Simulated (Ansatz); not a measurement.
```
atom    x (Å)    y (Å)    z (Å)
   C  -0.0062  -0.6677  -0.6654
   C   0.0059  -0.6660   0.6633
   C   0.0009   0.5295  -1.5867
   C   0.0065   0.5271   1.5865
   H   0.0036  -1.6445  -1.1595
   H  -0.0035  -1.6346   1.1753
   H   0.0086   1.4835  -1.0470
   H   0.8803   0.5142  -2.2458
   H  -0.8760   0.5017  -2.2538
   H   0.0082   1.4835   1.0457
   H  -0.8799   0.5037   2.2565
   H   0.8879   0.5128   2.2487
```

Basis set: STO-3G (spherical functions). Correlated methods keep 4 orbitals frozen. Charge 0, multiplicity 1.

Computed with Ansatz (development build ahead of 0.2.0); each method stands on the lowest determinant of its kind that the runs found. Restricted open shells among the atoms or ions are ROHF, correlated in semicanonical orbitals with singles.

(1) Give the atomization energy at this shape (free ground-state atoms in the same class of orbitals less the molecule, no zero-point energy) of singlet C₄H₈ by RHF-MP2, RHF.

Answers

(1)

```tsv
method	atomization energy
RHF-MP2	4991.1 kJ/mol
RHF	4503.2 kJ/mol
```

This basis has no polarisation functions and is too small for such energies, which can lie far from measured ones in either direction.
